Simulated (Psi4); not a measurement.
Psi4 was given this input:
```
memory 2 GB

molecule mol {
0 1
Si   -1.141005    0.107067    0.073216
F    -1.752393   -1.299340   -0.438637
Si    1.141410   -0.113487   -0.054946
F     1.751567    1.312418    0.401424
H    -1.764116    1.081795   -0.819952
H    -1.716157    0.249287    1.409435
H     1.715177   -0.306869   -1.385174
H     1.766852   -1.052024    0.874829
}

set {
  basis def2-svpd
  reference rhf
}

energy('scf')
print_variables()
```

**Question.** What does this run give for the dipole moment, total energy, nuclear repulsion energy, number of basis functions?

**Answer.** 
The dipole moment is 0.06 D, the total energy is -778.8436 Eh and the nuclear repulsion energy is 222.9896 Eh. The number of basis functions is 126.
